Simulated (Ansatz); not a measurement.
Gas-phase electronic energies from Ansatz, PBE0-D4/def2-TZVP geometries. CCSD(T)/CBS is the MP2 limit (def2-TZVPP, def2-QZVPP) plus CCSD(T) − MP2 in def2-TZVPP, frozen cores. This one scheme is used for every species. Each species was taken in one conformer, which may not be the lowest.

`CB(N)[SiH3]` + `[SiH3][SiH3]` → `CB(N)[SiH2][SiH3]` + SiH₄  (formal exchange of groups at a B–Si bond)

```
            species  CCSD(T)/CBS(def2) energy (Eh)
      `CB(N)[SiH3]`                     -411.48616
     `[SiH3][SiH3]`                     -581.74359
`CB(N)[SiH2][SiH3]`                     -701.76935
               SiH₄                     -291.46306
```

Work out ΔE.

ΔE = (-701.76935) + (-291.46306) − (-411.48616) − (-581.74359) = -0.00266 Eh = -0.07 eV.

Largest T1 diagnostic among the species: 0.013.

The D4 term adds −0.04 eV with B3LYP and −0.03 eV with PBE0; it sums over pairs of atoms, weighted by their polarisabilities, and B3LYP, whose exchange is more repulsive, gets the larger term. In def2-TZVPP, CCSD(T) changes the Hartree–Fock value by −0.05 eV (the triples alone add −0.01 eV) and MP2 by −0.07 eV.

B3LYP here is the variant with VWN-RPA as its local correlation; programs differ in this.
